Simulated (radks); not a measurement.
Problem. Dy IV, configuration [Xe] 4f7 5d2 (not the ground configuration). Method: scalar-relativistic Kohn-Sham, r2SCAN, spin-unpolarised, spherical densities, finite nucleus; meta-GGA in the generalised Kohn-Sham scheme; Fermi nuclear charge, rms radius 5.2218 fm; computed with a radial shooting solver on a logarithmic mesh with Libxc functionals. Some entries of the table are withheld. Estimate them.

orbital  occ.  eigenvalue (hartree)  <r^2> (bohr^2)
1s          2             -1976.333       0.0006096
2s          2             -331.5037        0.009520
2p          6             -294.2233        0.007712
3s          2             -75.65762         0.06270
3p          6             -64.15565         0.06304
3d         10                   (1)         0.05288
4s          2             -16.63645          0.3139
4p          6             -12.80794             (2)
4d         10              -7.56837             (3)
5s          2              -3.23516             (4)
5p          6              -2.25094           2.258
4f          7              -1.83061          0.6778
5d          2              -1.04132             (5)

Solution. 
(1) 3d eigenvalue (hartree): -49.35316
(2) 4p <r^2> (bohr^2): 0.3534
(3) 4d <r^2> (bohr^2): 0.4184
(4) 5s <r^2> (bohr^2): 1.724
(5) 5d <r^2> (bohr^2): 4.290
